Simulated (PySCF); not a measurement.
F₃Si, SMILES [Si](F)(F)F, multiplicity 2. Atoms are numbered in the order given.

```xyz
4

F      1.2964     0.7485    -0.1952
Si     0.0000     0.0000     0.3764
F     -1.2964     0.7485    -0.1952
F      0.0000    -1.4970    -0.1952
```
Charge 0, spin multiplicity 2.

Coordinates come from a PBE-D3(BJ)/def2-TZVP optimisation. The isomer is the one that the SMILES or the coordinates give; other isomers of the formula were not compared.

Method: PySCF with TDA-CAM-B3LYP/def2-SVPD.

Vertical excitations; the highest root listed may be one member of a degenerate set. 

Computed excitation energies, oscillator strengths and character:
| state | energy (eV) | λ (nm) | f | main pairs |
|---|---|---|---|---|
| root 1 | 6.86 | 181 | 0.000 | β HOMO→LUMO 98 % |
| root 2 | 6.97 | 178 | 0.136 | α HOMO→LUMO+2 (degenerate set) |
| root 3 | 6.97 | 178 | 0.136 | α HOMO→LUMO+1 (degenerate set) |
| root 4 | 7.27 | 170 | 0.004 | β HOMO−1→LUMO (degenerate set) |
| root 5 | 7.27 | 170 | 0.004 | β HOMO−2→LUMO (degenerate set) |
| root 6 | 7.73 | 160 | 0.000 | α HOMO→LUMO 89 %, β HOMO−5→LUMO 6 % |
| root 7 | 7.93 | 156 | 0.044 | β HOMO−3→LUMO (degenerate set) |
| root 8 | 7.93 | 156 | 0.044 | β HOMO−4→LUMO (degenerate set) |
| root 9 | 8.57 | 145 | 0.055 | α HOMO→LUMO 6 %, β HOMO−5→LUMO 88 % |
| root 10 | 8.66 | 143 | 0.158 | α HOMO→LUMO+3 94 % |
Unrestricted roots are not spin-pure.
